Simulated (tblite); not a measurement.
Record of a relaxation.

Compound: C3H7GaO.
Atom-mapped SMILES: `[CH2:1]=[CH:2][GaH:3][O:4][CH3:5]` (hydrogens: H6, H7 on C1; H8 on C2; H9 on Ga3; H10, H11, H12 on C5)

Computed with GFN2-xTB (tblite), gas phase: L-BFGS steps from a force-field or distance-geometry start until the largest atomic force falls under 0.01 eV/Å. 14 of its 86 geometries are shown.

Step 0: E = -412.6286 eV, largest atomic force 1.772 eV/Å
```
atom  x, y, z in Å  |  force x, y, z in eV/Å
C1      2.624    0.129   -0.037   -1.026   0.606  -0.158
C2      1.281    0.180   -0.018    1.594   0.396   0.500
Ga3     0.022   -1.327    0.483   -0.742   1.324  -0.441
O4     -1.462   -0.296    1.255    1.375  -1.007   0.485
C5     -2.281    0.384    0.368   -0.493  -0.739  -0.934
H6      3.188   -0.749    0.205    0.113  -0.124   0.093
H7      3.175    1.025   -0.323    0.127  -0.330  -0.063
H8      0.849    1.147   -0.278   -0.135  -0.192   0.135
H9      0.103   -2.093   -0.982   -0.524  -0.675   0.367
H10    -2.239    1.473    0.476    0.110  -0.133   0.212
H11    -3.311    0.012    0.547    0.207   0.420  -0.367
H12    -1.947    0.114   -0.664   -0.604   0.456   0.170
```

Step 7: E = -413.2781 eV, largest atomic force 0.693 eV/Å
```
atom  x, y, z in Å  |  force x, y, z in eV/Å
C1      2.681    0.177   -0.034    0.038   0.144  -0.033
C2      1.364    0.271    0.092    0.225   0.144  -0.445
Ga3    -0.034   -1.105    0.275   -0.057  -0.311   0.291
O4     -1.424   -0.419    1.185    0.323  -0.541  -0.031
C5     -2.275    0.314    0.347   -0.481   0.162  -0.472
H6      3.206   -0.736    0.221    0.025   0.160  -0.058
H7      3.286    1.015   -0.379   -0.023  -0.174   0.161
H8      0.846    1.181   -0.223    0.348   0.293   0.190
H9     -0.093   -2.263   -0.796   -0.198  -0.172   0.145
H10    -2.177    1.372    0.565    0.008   0.342   0.064
H11    -3.311    0.022    0.512   -0.188  -0.092   0.106
H12    -2.067    0.172   -0.732   -0.022   0.045   0.084
```

Step 13: E = -413.4546 eV, largest atomic force 0.270 eV/Å
```
atom  x, y, z in Å  |  force x, y, z in eV/Å
C1      2.727    0.208   -0.045    0.022  -0.019  -0.079
C2      1.407    0.324   -0.002    0.102   0.002   0.107
Ga3     0.002   -1.123    0.258    0.163  -0.052  -0.171
O4     -1.461   -0.539    1.047   -0.061   0.058   0.141
C5     -2.332    0.314    0.323   -0.109  -0.018  -0.143
H6      3.238   -0.710    0.198    0.000  -0.156  -0.186
H7      3.374    1.023   -0.345   -0.020   0.114   0.230
H8      0.974    1.318   -0.148    0.002  -0.102  -0.142
H9     -0.245   -2.411   -0.639    0.197   0.011   0.184
H10    -2.172    1.359    0.610   -0.107  -0.095   0.055
H11    -3.362    0.011    0.534    0.018   0.135   0.003
H12    -2.147    0.224   -0.757   -0.208   0.124  -0.001
```

Step 20: E = -413.6234 eV, largest atomic force 0.917 eV/Å
```
atom  x, y, z in Å  |  force x, y, z in eV/Å
C1      2.830    0.207   -0.072   -0.120  -0.179   0.086
C2      1.513    0.343   -0.076   -0.369  -0.194  -0.183
Ga3     0.067   -1.118    0.172   -0.137   0.334   0.014
O4     -1.511   -0.603    0.828   -0.337   0.453  -0.722
C5     -2.466    0.340    0.291    0.277  -0.050   0.392
H6      3.282   -0.778   -0.064    0.168   0.270   0.123
H7      3.458    1.089   -0.066    0.210  -0.239  -0.172
H8      1.107    1.352   -0.180   -0.126  -0.035   0.269
H9     -0.126   -2.593   -0.294    0.267  -0.100   0.089
H10    -2.255    1.339    0.712   -0.111  -0.272  -0.258
H11    -3.487    0.052    0.590    0.346  -0.090  -0.012
H12    -2.410    0.369   -0.810   -0.068   0.102   0.374
```

Step 26: E = -413.8481 eV, largest atomic force 0.573 eV/Å
```
atom  x, y, z in Å  |  force x, y, z in eV/Å
C1      2.845    0.182   -0.076    0.142  -0.077  -0.089
C2      1.528    0.327   -0.149    0.119  -0.147   0.148
Ga3     0.071   -1.087    0.067    0.044  -0.089   0.007
O4     -1.542   -0.585    0.516    0.495  -0.263  -0.118
C5     -2.539    0.371    0.282   -0.179   0.047   0.011
H6      3.362   -0.761   -0.172   -0.230  -0.202   0.125
H7      3.533    1.010    0.036   -0.129   0.207  -0.135
H8      1.118    1.336   -0.096   -0.058   0.105   0.083
H9      0.067   -2.657   -0.008    0.048   0.168   0.069
H10    -2.318    1.325    0.751    0.123   0.200   0.193
H11    -3.492    0.012    0.664   -0.163  -0.152   0.145
H12    -2.630    0.526   -0.782   -0.213   0.203  -0.439
```

Step 33: E = -413.9649 eV, largest atomic force 0.233 eV/Å
```
atom  x, y, z in Å  |  force x, y, z in eV/Å
C1      2.865    0.165   -0.093    0.052  -0.035   0.043
C2      1.550    0.323   -0.104    0.052   0.040   0.224
Ga3     0.107   -1.081   -0.006    0.013  -0.089   0.163
O4     -1.510   -0.550    0.226   -0.032   0.037  -0.057
C5     -2.574    0.379    0.246   -0.011  -0.058  -0.123
H6      3.318   -0.818   -0.131    0.028   0.105  -0.087
H7      3.542    1.013   -0.042   -0.033  -0.168  -0.016
H8      1.141    1.328    0.015   -0.020   0.113  -0.183
H9      0.136   -2.623    0.186   -0.012   0.039  -0.078
H10    -2.294    1.277    0.798   -0.031   0.013   0.056
H11    -3.447   -0.081    0.717    0.049   0.003   0.010
H12    -2.832    0.667   -0.778   -0.054   0.001   0.048
```

Step 39: E = -413.9910 eV, largest atomic force 0.088 eV/Å
```
atom  x, y, z in Å  |  force x, y, z in eV/Å
C1      2.860    0.157   -0.080    0.047   0.016  -0.027
C2      1.550    0.339   -0.025    0.066   0.050  -0.031
Ga3     0.120   -1.077    0.064    0.005   0.010   0.032
O4     -1.499   -0.532    0.141   -0.048   0.017   0.023
C5     -2.574    0.375    0.230   -0.051  -0.018  -0.012
H6      3.307   -0.826   -0.120   -0.008  -0.007   0.046
H7      3.549    0.992   -0.099    0.048  -0.027  -0.025
H8      1.158    1.361   -0.009   -0.008  -0.045   0.028
H9      0.120   -2.621    0.169    0.023  -0.004  -0.037
H10    -2.291    1.257    0.809   -0.033   0.013  -0.018
H11    -3.417   -0.115    0.723   -0.029  -0.014   0.008
H12    -2.881    0.689   -0.771   -0.013   0.009   0.014
```

Step 46: E = -413.9976 eV, largest atomic force 0.081 eV/Å
```
atom  x, y, z in Å  |  force x, y, z in eV/Å
C1      2.879    0.157   -0.084   -0.058  -0.016   0.023
C2      1.570    0.344   -0.011   -0.029   0.061   0.000
Ga3     0.124   -1.060    0.102   -0.012  -0.015  -0.047
O4     -1.505   -0.524    0.147   -0.010   0.022   0.012
C5     -2.592    0.371    0.230   -0.027   0.016   0.048
H6      3.304   -0.835   -0.093    0.071  -0.039   0.006
H7      3.582    0.979   -0.133    0.012  -0.010  -0.024
H8      1.162    1.359   -0.010    0.074   0.008   0.009
H9      0.132   -2.613    0.127    0.006   0.028   0.003
H10    -2.320    1.260    0.804   -0.026   0.004   0.011
H11    -3.432   -0.124    0.724   -0.001  -0.021  -0.005
H12    -2.902    0.686   -0.769    0.001  -0.038  -0.037
```

Step 52: E = -414.0045 eV, largest atomic force 0.086 eV/Å
```
atom  x, y, z in Å  |  force x, y, z in eV/Å
C1      2.898    0.139   -0.080    0.021  -0.005  -0.024
C2      1.595    0.358    0.006   -0.006  -0.084  -0.009
Ga3     0.119   -1.032    0.101    0.019   0.084   0.008
O4     -1.514   -0.500    0.171    0.029   0.003   0.029
C5     -2.628    0.366    0.238    0.022  -0.030  -0.045
H6      3.326   -0.855   -0.061   -0.073   0.017  -0.018
H7      3.611    0.949   -0.176    0.002  -0.015   0.046
H8      1.220    1.384   -0.011    0.018   0.025  -0.013
H9      0.152   -2.586    0.086   -0.019   0.028   0.011
H10    -2.386    1.267    0.806   -0.021   0.007  -0.018
H11    -3.463   -0.143    0.725    0.031  -0.046  -0.002
H12    -2.929    0.653   -0.774   -0.022   0.016   0.033
```

Step 59: E = -414.0152 eV, largest atomic force 0.151 eV/Å
```
atom  x, y, z in Å  |  force x, y, z in eV/Å
C1      2.928    0.100   -0.085    0.049  -0.020   0.019
C2      1.637    0.381   -0.002    0.096   0.078  -0.016
Ga3     0.124   -0.948    0.105   -0.023  -0.060  -0.019
O4     -1.508   -0.433    0.185    0.022   0.121  -0.087
C5     -2.684    0.350    0.239    0.014  -0.054   0.012
H6      3.308   -0.911   -0.069   -0.035  -0.042  -0.020
H7      3.676    0.881   -0.165    0.018  -0.044   0.012
H8      1.342    1.430   -0.019   -0.119   0.072   0.003
H9      0.179   -2.504    0.082   -0.028   0.044   0.021
H10    -2.514    1.273    0.803   -0.033  -0.103   0.001
H11    -3.464   -0.241    0.727   -0.045   0.093   0.014
H12    -3.020    0.621   -0.768    0.084  -0.087   0.060
```

Step 65: E = -414.0332 eV, largest atomic force 0.095 eV/Å
```
atom  x, y, z in Å  |  force x, y, z in eV/Å
C1      2.974    0.050   -0.083   -0.063   0.039  -0.048
C2      1.711    0.448   -0.022   -0.033   0.040  -0.002
Ga3     0.140   -0.823    0.077    0.026  -0.006   0.006
O4     -1.482   -0.295    0.146   -0.009   0.027   0.011
C5     -2.752    0.311    0.243   -0.012   0.037   0.023
H6      3.245   -0.998   -0.099   -0.040   0.033   0.032
H7      3.797    0.753   -0.134   -0.002  -0.042   0.011
H8      1.468    1.514   -0.019    0.058  -0.047   0.007
H9      0.181   -2.375    0.125    0.027  -0.046  -0.012
H10    -2.692    1.238    0.818   -0.006  -0.018   0.031
H11    -3.453   -0.370    0.731    0.031  -0.012   0.036
H12    -3.136    0.546   -0.751    0.023  -0.005  -0.092
```

Step 72: E = -414.0406 eV, largest atomic force 0.105 eV/Å
```
atom  x, y, z in Å  |  force x, y, z in eV/Å
C1      2.968    0.007   -0.089   -0.007  -0.002   0.037
C2      1.743    0.506   -0.028   -0.097  -0.039   0.007
Ga3     0.148   -0.730    0.085    0.074   0.025  -0.033
O4     -1.446   -0.140    0.161   -0.029   0.028   0.047
C5     -2.787    0.288    0.247   -0.019   0.019   0.039
H6      3.143   -1.062   -0.089   -0.018  -0.010   0.001
H7      3.851    0.629   -0.131    0.028   0.006  -0.031
H8      1.581    1.582   -0.029    0.004   0.024   0.006
H9      0.230   -2.286    0.093    0.044  -0.058   0.006
H10    -2.855    1.211    0.829    0.039   0.038  -0.067
H11    -3.399   -0.469    0.746    0.023  -0.049  -0.070
H12    -3.176    0.463   -0.760   -0.041   0.018   0.057
```

Step 78: E = -414.0462 eV, largest atomic force 0.037 eV/Å
```
atom  x, y, z in Å  |  force x, y, z in eV/Å
C1      2.943   -0.016   -0.083    0.023  -0.005  -0.017
C2      1.737    0.529   -0.023    0.009  -0.007  -0.003
Ga3     0.151   -0.700    0.076   -0.032  -0.015   0.008
O4     -1.420   -0.040    0.161    0.028   0.005   0.003
C5     -2.791    0.284    0.251    0.029   0.021  -0.010
H6      3.072   -1.093   -0.081   -0.021   0.013   0.005
H7      3.854    0.566   -0.141    0.003   0.004   0.007
H8      1.612    1.609   -0.027   -0.006   0.016   0.001
H9      0.299   -2.261    0.085    0.006  -0.013   0.001
H10    -2.913    1.205    0.826   -0.002  -0.011   0.008
H11    -3.343   -0.520    0.742   -0.022  -0.005   0.007
H12    -3.200    0.436   -0.751   -0.014  -0.002  -0.010
```

Step 85: E = -414.0466 eV, largest atomic force 0.009 eV/Å
```
atom  x, y, z in Å  |  force x, y, z in eV/Å
C1      2.940   -0.011   -0.085   -0.002  -0.003   0.002
C2      1.729    0.524   -0.024    0.007   0.000  -0.002
Ga3     0.150   -0.717    0.076    0.009   0.002   0.001
O4     -1.417   -0.047    0.157    0.003   0.001  -0.001
C5     -2.785    0.289    0.249    0.006   0.003   0.004
H6      3.074   -1.087   -0.083    0.001   0.001   0.000
H7      3.847    0.578   -0.138   -0.007   0.000  -0.001
H8      1.594    1.603   -0.026   -0.006   0.000  -0.001
H9      0.306   -2.279    0.090   -0.004  -0.004   0.001
H10    -2.896    1.209    0.828   -0.008   0.001  -0.001
H11    -3.345   -0.509    0.740   -0.004  -0.004  -0.001
H12    -3.196    0.446   -0.751    0.004   0.003  -0.001
```

**Question.** Summarise the path.

**Answer.** The energy falls by 32.70 kcal/mol from step 0 to step 85; nine tenths of that is first reached at step 29. It falls at every step. The largest force goes from 1.772 to 0.009 eV/Å. Among the bonds Ga3–O4 changes most, from 1.966 to 1.706 Å; the atoms move by 0.821 Å rms after alignment.

**Question.** Follow the three bonds and two angles with the largest change from start to end.

**Answer.** 
```
step  E above end (kcal/mol)  largest force (eV/Å)  Ga3–O4 (Å)  Ga3–H9 (Å)  C5–H12 (Å)  Ga3–O4–C5 (°)  C2–Ga3–H9 (°)
   0                   32.70                 1.772       1.966       1.654       1.119          116.9           95.5
   4                   22.11                 1.122       1.756       1.667       1.093          113.6          104.8
   7                   17.72                 0.693       1.797       1.578       1.107          111.5          118.4
  11                   14.51                 0.545       1.775       1.565       1.100          115.6          127.3
  15                   13.03                 0.418       1.773       1.593       1.096          119.9          130.0
  18                   11.54                 0.631       1.801       1.565       1.096          122.9          135.2
  22                    7.79                 0.515       1.749       1.590       1.100          136.8          132.8
  26                    4.58                 0.573       1.748       1.571       1.080          144.1          133.5
  30                    2.63                 0.321       1.728       1.542       1.098          152.0          131.0
  33                    1.88                 0.233       1.717       1.555       1.094          156.1          133.1
  37                    1.36                 0.209       1.713       1.547       1.090          158.4          134.5
  41                    1.24                 0.094       1.712       1.549       1.094          158.3          134.8
  44                    1.17                 0.074       1.715       1.553       1.093          158.5          134.3
  48                    1.08                 0.093       1.717       1.551       1.093          158.9          133.3
  52                    0.97                 0.086       1.719       1.554       1.094          160.2          132.0
  55                    0.91                 0.082       1.716       1.558       1.092          161.4          130.6
  59                    0.72                 0.151       1.714       1.557       1.096          163.9          129.2
  63                    0.38                 0.140       1.708       1.552       1.093          170.8          128.1
  67                    0.27                 0.082       1.707       1.554       1.093          173.6          127.1
  70                    0.21                 0.077       1.705       1.554       1.093          177.1          126.6
  74                    0.07                 0.149       1.703       1.568       1.093          172.3          122.2
  78                    0.01                 0.037       1.707       1.568       1.093          170.5          122.3
  81                    0.00                 0.023       1.706       1.570       1.093          169.9          122.3
  85                    0.00                 0.009       1.706       1.569       1.093          170.6          122.4
```

The cost below is that of the whole relaxation. On an Arm Neoverse V1 with one thread, no GPU, shared host with 32 logical CPUs at a one-minute load of 8.7, this took 0.37 s wall.
